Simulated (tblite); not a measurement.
Compound: C4H8F2OSi2.
Numbering: `[F:1][CH:2]([F:3])[C@@:4]1([SiH3:5])[CH:6]=[CH:7][O:8][SiH2:9]1` (hydrogens: H10 on C2; H11, H12, H13 on Si5; H14 on C6; H15 on C7; H16, H17 on Si9)

The geometry is computed with GFN2-xTB (gas phase).

Question: List the bond lengths, angles and torsions at this level.

Answer: 
| bond | length (Å) |
| --- | --- |
| F1–C2 | 1.362 |
| C2–F3 | 1.362 |
| C2–C4 | 1.505 |
| C4–Si5 | 1.921 |
| C4–C6 | 1.501 |
| C6=C7 | 1.323 |
| C7–O8 | 1.369 |
| O8–Si9 | 1.648 |
| C4–Si9 | 1.922 |
| C2–H10 | 1.102 |
| Si5–H11, Si5–H12, Si5–H13 | 1.462 |
| C6–H14 | 1.076 |
| C7–H15 | 1.077 |
| Si9–H16 | 1.459 |
| Si9–H17 | 1.455 |

Bonds in one row agree within 0.01 Å and their mean is given. A selection of angles:
| angle | degrees |
| --- | --- |
| F1–C2–F3 | 105.2 |
| F1–C2–C4 | 112.3 |
| F1–C2–H10 | 106.6 |
| F3–C2–C4 | 111.1 |
| F3–C2–H10 | 107.1 |
| C4–C2–H10 | 114.1 |
| C2–C4–Si5 | 109.4 |
| C2–C4–C6 | 110.6 |
| C2–C4–Si9 | 112.3 |
| Si5–C4–C6 | 108.8 |
| Si5–C4–Si9 | 114.8 |
| C6–C4–Si9 | 100.5 |
| C4–Si5–H11 | 106.3 |
| C4–Si5–H12 | 108.1 |
| C4–Si5–H13 | 108.9 |
| H11–Si5–H12 | 111.3 |
| H11–Si5–H13 | 110.1 |
| C4–C6–C7 | 115.1 |
| C4–C6–H14 | 121.1 |
| C7–C6–H14 | 123.7 |
| C6–C7–O8 | 117.9 |
| C6–C7–H15 | 127.8 |
| O8–C7–H15 | 114.3 |
| C7–O8–Si9 | 112.5 |
| O8–Si9–H16 | 109.1 |
| O8–Si9–H17 | 109.0 |
| C4–Si9–O8 | 93.5 |
| C4–Si9–H16 | 113.5 |
| C4–Si9–H17 | 114.3 |
| H16–Si9–H17 | 115.1 |

Torsions: F1–C2–C4–Si5 -50° (synclinal); C2–C4–C6–C7 124° (anticlinal); C4–C6–C7–O8 -2° (synperiplanar); C6–C7–O8–Si9 -3° (synperiplanar); C7–O8–Si9–C4 5° (synperiplanar); C2–C4–Si9–O8 -123° (anticlinal).

The C–C distances run from 1.323 Å (C6=C7, drawn double) to 1.505 Å (C2–C4, drawn single), a spread of 0.182 Å. Of the pairs four or more bonds apart, F1···H13 is among the closest relative to their van der Waals radii: 2.76 Å, 103 % of the sum of Bondi's values. Si5 (SiH3 silicon) is tetrahedral (angles from 106.3° to 111.8°). The 5-membered ring C4–C6–C7–O8–Si9 has internal angles of 93.5° to 117.9°; it is slightly puckered (a soft mode that the optimisation may not have finished), 0.03 Å rms from its mean plane, widest ring torsion 5°. Si9 (oxygen-bound silicon) has angles from 93.5° to 115.1°.

Point group: C1 (no symmetry element, even within 0.4 Å). Its GFN2-xTB frequencies are all real (lowest 51 cm⁻¹). The numbers are those of one conformer.
